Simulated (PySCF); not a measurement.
WH5, SMILES [WH5] (connectivity only; charge and spin as stated), neutral, multiplicity 2. Atoms are numbered in the order given.

```xyz
6

W      0.0000     0.0000    -0.0187
H     -1.4651     0.0000    -0.9221
H      0.0000     1.4926     0.7826
H      1.4651     0.0000    -0.9221
H      0.0000     0.0000     1.6606
H      0.0000    -1.4926     0.7826
```
Charge 0, spin multiplicity 2.

Coordinates come from a B3LYP-D3(BJ)/def2-TZVPD optimisation. The multiplicity is an assumed one; other spin states were not compared. The def2 effective core potentials stand for the cores of W; spin–orbit coupling is left out.

The numbers are results of TDA-CAM-B3LYP/def2-TZVPD (PySCF), not measurements.

Vertical excitations. 

Computed lowest excited states:
```json
[
 {"state": "root 1", "energy (eV)": "1.53", "λ (nm)": "809", "f": "0.000", "main pairs": "α HOMO→LUMO 96 %"},
 {"state": "root 2", "energy (eV)": "1.83", "λ (nm)": "676", "f": "0.007", "main pairs": "α HOMO→LUMO+1 96 %"},
 {"state": "root 3", "energy (eV)": "1.84", "λ (nm)": "672", "f": "0.005", "main pairs": "α HOMO→LUMO+2 96 %"},
 {"state": "root 4", "energy (eV)": "3.57", "λ (nm)": "348", "f": "0.000", "main pairs": "β HOMO→LUMO+1 94 %"},
 {"state": "root 5", "energy (eV)": "3.67", "λ (nm)": "338", "f": "0.000", "main pairs": "α HOMO−1→LUMO 48 %, β HOMO→LUMO 47 %"},
 {"state": "root 6", "energy (eV)": "3.82", "λ (nm)": "325", "f": "0.000", "main pairs": "α HOMO−1→LUMO+1 53 %, β HOMO→LUMO+2 40 %"},
 {"state": "root 7", "energy (eV)": "3.82", "λ (nm)": "324", "f": "0.000", "main pairs": "α HOMO−1→LUMO+2 49 %, β HOMO→LUMO+3 44 %"},
 {"state": "root 8", "energy (eV)": "4.18", "λ (nm)": "296", "f": "0.008", "main pairs": "α HOMO−1→LUMO+2 40 %, β HOMO−1→LUMO+1 30 %, β HOMO→LUMO+3 27 %"},
 {"state": "root 9", "energy (eV)": "4.29", "λ (nm)": "289", "f": "0.010", "main pairs": "α HOMO−1→LUMO 47 %, β HOMO→LUMO 47 %"},
 {"state": "root 10", "energy (eV)": "4.44", "λ (nm)": "279", "f": "0.000", "main pairs": "α HOMO−2→LUMO+1 53 %, β HOMO−1→LUMO+2 38 %"}
]
```
Unrestricted roots are not spin-pure.
